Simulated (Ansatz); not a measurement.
Reaction (ligand exchange at a B–N bond): `FB(F)N[SiH3]` + HCl → `FB(F)Cl` + `N[SiH3]`

Program: Ansatz. Geometries: PBE0-D4/def2-TZVP. ΔE: electronic, gas phase. CCSD(T)/CBS adds triple-zeta CCSD(T) − MP2 to the extrapolated MP2 energy (def2 sets, frozen cores). This one scheme is used for every species. Functionals use def2-TZVPP. B3LYP here is the variant with VWN-RPA as its local correlation; programs differ in this. One conformer a species, not always the lowest.

```tsv
level	ΔE (kJ/mol)
B3LYP-D4	40.8
ωB97M-V	38.5
CCSD/def2-TZVPP	43.0
CCSD(T)/def2-TZVPP	41.3
```

(1) What does CCSD(T)/CBS give? (An estimate is asked.)

Largest T1 diagnostic among the species: 0.012.

## Answers

(1) The calculation gave: +41.1 kJ/mol. The listed levels differ from it by -0.3, -2.6, 1.9, 0.2 kJ/mol.

From BLYP to BHLYP (50 % exact exchange), in def2-TZVPP and without D4, ΔE moves by +8.3 kJ/mol. The D4 term adds +3.3 kJ/mol with B3LYP and +2.0 kJ/mol with PBE0; it sums over pairs of atoms, weighted by their polarisabilities, and B3LYP, whose exchange is more repulsive, gets the larger term.
